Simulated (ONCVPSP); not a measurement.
## molybdenum, ONCV: configuration errors across variants

molybdenum, optimised norm-conserving Vanderbilt (ONCV), made with ONCVPSP 4.0.1 (PBE, fully relativistic). Core [Ar] 3d10, reference 4s2 4p6 4d3 (charge +3). Waves: 4s: rc 1.05 bohr, ncon 4, nbas 7, qcut 5.8 1/bohr, 2 projectors, debl 3.7 Ha; 4p: rc 1.20 bohr, ncon 3, nbas 7, qcut 7.7 1/bohr, 2 projectors, debl 0.9 Ha; 4d: rc 1.70 bohr, ncon 3, nbas 6, qcut 5.8 1/bohr, 2 projectors, debl 3.8 Ha. Local part: polynomial inside 0.80 bohr (lpopt 5, dvloc0 -1 Ha). Core correction: Teter function, fcfact 4.25, rcfact 1.1.

Open shells are filled in proportion to 2j + 1.

In the p channel the program set the typed energies aside and used -2.542, 0.250 Ha (j = l + 1/2; the other j can differ).

All-electron excitation energies from the reference (eV): (1) 4s2 4p6 4d5 5s1 -49.093; (2) 4s2 4p6 4d5 -42.202; (3) 4s2 4p6 4d4 -26.741; (4) 4s1 4p6 4d5 5s1 21.095.

2 further variants failed, have other tests or another functional or relativity, and are left out.

A true bound ghost makes a file unfit for plane-wave use even where its test errors are small: the radial tests pick states by their node count and pass the ghost by.

Errors AE − PS in meV (a dash: test not solved or not reliable):

```csv
change,(1),(2),(3),(4),bound ghosts,GHOST(+) flags above zero
base,+9.5,+13,+6.5,-48,s,"p3/2, d5/2, p1/2, d3/2"
"local potential polynomial inside 1.00 bohr (lpopt 5, dvloc0 3 Ha)",+9.8,+12,+6.2,-46,none,s
s: rc 0.86,+9.3,+13,+6.4,-54,s,"s, p3/2, d5/2, p1/2, d3/2"
s: nbas 8,+9.5,+13,+6.5,-51,s,"p3/2, d5/2, p1/2, d3/2"
```

(1) Give the same row for: d: qcut 7.2.

Results:

(1) +3.8, +4.7, +2.5, -29; bound ghosts: s; GHOST(+) flags above zero: p3/2, p1/2.
